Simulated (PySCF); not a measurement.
## Selenium: a sound run and one with changed settings

Sound run: Se⁺ [Ar] 3d10 4s2 4p3, Se²⁺ [Ar] 3d10 4s2 4p2. Calculation: PySCF 2.14, in cc-pVDZ-PP with ECP10MDF (4s3p2d, 23 functions); a scalar-relativistic core potential. In the sound run the correlated levels freeze 3s2 3p6 3d10 outside the core potential. The sound run starts from symmetry-adapted Hartree-Fock orbitals and uses a fine grid where one is needed.

Changed run: initial guess minao, at most 50 SCF cycles, level shift 2.0 hartree.

```tsv
species	method	sound run (hartree)	changed run (hartree)	converged
Se⁺	UHF	-371.53218	-371.53218	yes
Se⁺	BP86	-372.90498	-372.90498	yes
Se⁺	TPSS	-372.67527	-372.67527	yes
Se⁺	MP2	-371.58864	-371.55186	yes
Se⁺	CCSD(T)	-371.60401	-371.60401	yes
Se²⁺	UHF	-370.76627	-370.76627	yes
Se²⁺	BP86	-372.12149	-372.12149	yes
Se²⁺	TPSS	-371.89275	-371.89275	yes
Se²⁺	MP2	-370.80963	-370.78133	yes
Se²⁺	CCSD(T)	-370.82674	-370.82674	yes
```

Ionisation energy of Se⁺:

| method | sound run (eV) | changed run (eV) |
| --- | --- | --- |
| UHF | 20.842 | 20.842 |
| BP86 | 21.320 | 21.320 |
| TPSS | 21.293 | 21.293 |
| MP2 | 21.198 | 20.967 |
| SCS-MP2 | 21.076 | 20.923 |
| CCSD | 21.148 | 21.148 |
| CCSD(T) | 21.151 | 21.151 |

A level shift leaves the converged SCF energy unchanged but raises the virtual orbital energies, which shrinks MP2 if it is not removed.

For comparison, NIST gives 21.196 ± 0.01 eV between the lowest levels.
